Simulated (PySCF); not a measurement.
Se(SH)2 (H2S2Se), SMILES [Se](S)S.

Geometry: ωB97X-D3(BJ)/def2-TZVP. One conformer was computed; it need not be the lowest.

The numbers are results of PySCF with ωB97X-D3(BJ)/def2-TZVP, not measurements.

Frequencies are harmonic and unscaled.

Computed vibrational spectrum:
| mode | ν (cm⁻¹) | IR (km/mol) | moving atoms (share of kinetic energy) |
|---|---|---|---|
| 1 | 170 | 0.0 | S 74 %, Se 21 % |
| 2 | 304 | 21.4 | H 94 % |
| 3 | 324 | 17.3 | H 93 % |
| 4 | 418 | 20.6 | S 66 %, Se 34 % |
| 5 | 436 | 1.2 | S 75 %, Se 24 % |
| 6 | 855 | 5.5 | H 96 % |
| 7 | 868 | 0.2 | H 97 % |
| 8 | 2736 | 0.0 | H 97 % |
| 9 | 2737 | 0.1 | H 97 % |
